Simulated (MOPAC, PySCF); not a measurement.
System: BNH2F2, charge 0, multiplicity 1. SMILES: NB(F)F
Geometry from a B3LYP-D3(BJ)/def2-TZVP (Ansatz) optimisation:
```xyz
6

B      0.0183    -0.0197     0.0248
F      1.2393    -0.4934    -0.2319
F     -0.5103    -0.2912     1.2198
N     -0.6792     0.7310    -0.9204
H     -1.5987     1.0964    -0.7469
H     -0.2993     0.9462    -1.8251
```
Charge 0, spin multiplicity 1.

Unscaled harmonic wavenumbers (cm⁻¹) in rising order, each level at the stationary point that it reaches from this structure (no distance between atoms moves by over 0.3 Å); the order of modes can differ between levels, and a negative number is imaginary. B3LYP-D3(BJ)/def2-TZVP (PySCF, at the structure above): 381, 444, 470, 550, 662, 869, 912, 1406, 1444, 1637, 3613, 3710.

PM3 (MOPAC): 364, 410, 472, 574, 619, 907, 944, 1501, 1579, 1634, 3491, 3582. Zero-point energy 23.0 against 23.0 kcal/mol; where all levels lie over 400 cm⁻¹, the wavenumbers are on average 1.017 times those of B3LYP-D3(BJ)/def2-TZVP.

PM6 (MOPAC): 332, 369, 398, 461, 515, 872, 922, 1396, 1456, 1599, 2835, 2846. Zero-point energy 20.0 against 23.0 kcal/mol; where all levels lie over 400 cm⁻¹, the wavenumbers are on average 0.907 times those of B3LYP-D3(BJ)/def2-TZVP.

PM7 (MOPAC): 355, 367, 514, 522, 708, 855, 948, 1347, 1360, 1656, 2786, 2830. Zero-point energy 20.4 against 23.0 kcal/mol; where all levels lie over 400 cm⁻¹, the wavenumbers are on average 0.943 times those of B3LYP-D3(BJ)/def2-TZVP.
